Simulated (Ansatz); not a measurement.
Input for Ansatz (a program for electronic structure): R-CCSD(T)/cc-pV(D+d)Z on H2 (SMILES [H][H]). The basis file is the Basis Set Exchange's JSON of that set.

Ansatz 0.2 input:
```yaml
crystal:
  periodic: [false, false, false]
  atoms:
    - {symbol: H, position_ang: [0.00000000, -0.00000000, 0.38043305]}
    - {symbol: H, position_ang: [-0.00000000, 0.00000000, -0.38043305]}
basis:
  gaussian:
    orbitals: cc-pV_D+d_Z.json
magnetization: {spin_polarized: false}
correlation: {method: ccsd_t, electrons: outside_noble_gas}
scf: {lower_state_search: off}
```

**Question.** What total energy does the run end on?

**Answer.** -1.1637 hartree (reference determinant -1.1286, T1 diagnostic 0.006).
